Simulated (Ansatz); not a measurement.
Calculated with Ansatz (gas phase, PBE0-D4/def2-TZVP geometries, no zero-point term in ΔE). CCSD(T)/CBS adds triple-zeta CCSD(T) − MP2 to the extrapolated MP2 energy (def2 sets, frozen cores). Functionals use def2-TZVPP. HSE06 is defined as in plane-wave codes. One conformer a species, not always the lowest.

Consider the substitution at a C–C bond: `F[SiH2]CC[SiH3]` + `OCS` → `[SiH3]COCS` + `C[SiH2]F`.

```
   level  ΔE (kJ/mol)
HSE06-D4         18.2
 ωB97M-V         16.9
 r2SCANh         13.0
 LC-ωPBE         18.1
```

What does CCSD(T)/CBS give? (Estimate.)

Ansatz gave: +19.6 kJ/mol. The listed levels differ from it by -1.4, -2.7, -6.6, -1.5 kJ/mol.

Largest T1 diagnostic among the species: 0.012.

From r2SCAN to r2SCAN0 (25 % exact exchange), in def2-TZVPP and without D4, ΔE moves by +4.3 kJ/mol. Leaving LDA and LC-ωPBE aside and taking each functional with its dispersion term where it has one, the values, not all of them listed here, spread over 11.0 kJ/mol, from BLYP-D4 to PBE-QIDH.

CCSD(T)/CBS has its own doubt, a few kJ/mol and more with outer-core shells, so smaller differences from it don't rank the levels.
